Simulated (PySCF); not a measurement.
Dipole response of Ga²⁺ (gallium, charge +2)

[Ar] 3d10 4s1, 2S determinant. Computed with PySCF 2.14 in aug-cc-pVTZ-DK (7s6p4d2f, 59 functions), with the spin-free X2C one-electron Hamiltonian (Gaussian nucleus). Coupled (time-dependent) response in atomic units; α is the mean over directions.

| method | mean α (bohr³) | C₆ (like pair) | S(−4) |
| --- | --- | --- | --- |
| UHF | 12.19 | 36.19 | 136.8 |
| PBE | 9.577 | 27.38 | 76.02 |
| PBE0 | 10.12 | 29.09 | 87.46 |
| CAM-B3LYP | 9.649 | 27.29 | 79.02 |

S(−4) is the Cauchy moment in α(ω) = α(0) + S(−4) ω² + …

α(iu) at UHF:

| u (hartree) | α(iu) (bohr³) |
| --- | --- |
| 0 | 12.19 |
| 0.0500 | 11.85 |
| 0.100 | 10.97 |
| 0.200 | 8.507 |
| 0.300 | 6.305 |
| 0.500 | 3.673 |
| 0.750 | 2.226 |
| 1.00 | 1.541 |
| 1.50 | 0.9058 |
| 2.00 | 0.6097 |
| 3.00 | 0.3331 |
| 5.00 | 0.1423 |

For an ion, C₆ is the dispersion term alone; charge-induced terms of lower order in 1/R come first.
